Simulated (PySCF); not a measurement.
WOF3, SMILES [F][W+]([F])(=[O])[F], charge +1, multiplicity 1. The structure is a stationary point at B3LYP-D3(BJ)/def2-SVP. The multiplicity is an assumed one; other spin states were not compared. The isomer is the one that the SMILES or the coordinates give; other isomers of the formula were not compared. The def2 effective core potentials stand for the cores of W; spin–orbit coupling is left out.

Computed equilibrium geometry at B3LYP-D3(BJ)/def2-SVP (PySCF confirms it by a frequency run) as bond lengths and angles, and its point group:
point group C3v.
Atoms: W1 O2 F3 F4 F5. Bonded distances (Å): W1–O2 1.662, W1–F3 1.808, W1–F4 1.808, W1–F5 1.808. Bond angles (°): O2–W1–F3 105.5, O2–W1–F4 105.5, O2–W1–F5 105.5, F3–W1–F4 113.2, F3–W1–F5 113.2, F4–W1–F5 113.2.
Charge +1, spin multiplicity 1.
